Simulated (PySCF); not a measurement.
P: excitation energy

P [Ne] 3s2 3p3 (4S) → P [Ne] 3s1 3p4 (4P), as a difference of total energies. All numbers are calculated (PySCF 2.14, scalar relativity by spin-free X2C-1e, in ANO-RCC-VTZP (5s4p2d1f, 34 functions)). Correlated levels: valence: [Ne] frozen. The calculations carry no spin-orbit coupling.

```csv
method,excitation energy (eV),error (eV)
UHF,7.976,+0.581
MP2 (valence),8.096,+0.701
SCS-MP2 (valence),8.122,+0.727
CCSD (valence),7.675,+0.280
CCSD(T) (valence),7.544,+0.149
CCSDT (valence),7.493,+0.098
```

Reference: 7.395 eV (measured; NIST levels, between the centres of gravity of the two terms).

Errors of the correlated levels include the incompleteness of this basis and the frozen core.

The coupled-cluster amplitudes are large for the upper state (T1 above 0.03 or a double amplitude above 0.15), so a single reference is strained.
